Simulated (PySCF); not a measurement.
**Working out the excitation energy of Be**

Be [He] 2s2 (1S) → Be [He] 2p2 (3P). All numbers are calculated (PySCF 2.14, the spin-free X2C one-electron Hamiltonian (Gaussian nucleus), in x2c-TZVPPall with one added diffuse shell of s type (6s3p1d, 20 functions)). Frozen: nothing. Energies in hartree (1 hartree = 27.21139 eV):

| part | Be (lower) | Be (upper) |
| --- | --- | --- |
| UHF | -14.575080 | -14.337003 |
| MP2 opposite-spin | -0.053790 | -0.027379 |
| MP2 same-spin | -0.000924 | -0.005834 |

Task: What does Hartree-Fock give?

Result: (-14.337003) − (-14.575080) = 0.238077 hartree = 6.478 eV.

Task: What do MP2 and SCS-MP2 (6/5 opposite-spin, 1/3 same-spin) give?

Result: The opposite-spin parts differ by 0.719 eV and the same-spin parts by -0.134 eV. MP2: 6.478 + (0.719) + (-0.134) = 7.063 eV. SCS-MP2: 6.478 + 1.2 × (0.719) + (-0.134)/3 = 7.296 eV.

Measured between the centres of the two terms (NIST): 7.401 eV, so MP2 (valence and next inner shell) is off by -0.338 eV.

What remains against the reference includes basis incompleteness and correlation beyond second order.
